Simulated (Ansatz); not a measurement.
`OB1CC1Br`. The species carries charge 0 and has multiplicity 1. The geometry is a stationary point of PBE0-D4/def2-TZVP. It is one conformer, not always the lowest.

```xyz
9

O     0.701   -1.908   -0.331
B     0.138   -0.705   -0.206
C    -0.295    0.590   -0.874
C    -0.318    0.450    0.677
Br    0.983    1.419    1.712
H     0.886   -2.333    0.513
H     0.471    1.228   -1.308
H    -1.272    0.741   -1.324
H    -1.294    0.518    1.143
```

**Question.** What is the dipole moment at B3LYP/def2-TZVPP? (Estimate.)

**Answer.** The calculation gave: 1.78 D, with components (-1.03, -1.45, 0.06) D in this frame, pointing from negative to positive charge.

**Question.** And with PBE, r2SCAN, ωB97M-V? (Estimate.)

**Answer.** The calculation gave: PBE 1.74 D, r2SCAN 1.83 D, ωB97M-V 1.80 D.

**Question.** Give the Mulliken charges with B3LYP, PBE, r2SCAN in def2-TZVPP. (Estimate.)

**Answer.** Ansatz gave: 
```json
{"atom": "O1", "B3LYP": "-0.23", "PBE": "-0.19", "r2SCAN": "-0.27"}
{"atom": "B2", "B3LYP": "0.15", "PBE": "0.09", "r2SCAN": "0.20"}
{"atom": "C3", "B3LYP": "-0.25", "PBE": "-0.22", "r2SCAN": "-0.22"}
{"atom": "C4", "B3LYP": "-0.11", "PBE": "-0.09", "r2SCAN": "-0.07"}
{"atom": "Br5", "B3LYP": "-0.12", "PBE": "-0.12", "r2SCAN": "-0.14"}
{"atom": "H6", "B3LYP": "0.22", "PBE": "0.22", "r2SCAN": "0.23"}
{"atom": "H7", "B3LYP": "0.11", "PBE": "0.10", "r2SCAN": "0.09"}
{"atom": "H8", "B3LYP": "0.10", "PBE": "0.10", "r2SCAN": "0.08"}
{"atom": "H9", "B3LYP": "0.12", "PBE": "0.12", "r2SCAN": "0.10"}
```

B3LYP here is the variant with VWN-RPA as its local correlation; programs differ in this.
